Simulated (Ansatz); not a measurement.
`NP[TeH]`. The species carries charge 0 and has multiplicity 1. Correlated methods include outer-core shells of Te, which these sets cover unevenly. Te takes the def2 core potential.

Z-matrix (Å, degrees):
```
N
P 1 1.692
H 1 1.009 2 119.7
H 1 1.009 2 114.1 3 135.0
Te 2 2.503 1 109.6 3 -45.3
H 2 1.415 1 97.0 3 51.2
H 5 1.662 2 96.2 1 63.1
```

(1) Give the diagnostics of a CCSD(T)/def2-TZVPP run (frozen core, Ansatz 0.2.0). (Estimate.)

Answers

(1) The calculation gave: T1 = 0.0121, largest single amplitude 0.020, largest double 0.042, (T) share of the correlation energy 3.2 %, 10 CCSD cycles. The RHF solution is stable towards an unrestricted one. T1 lies under the customary mark of 0.02 for closed shells.
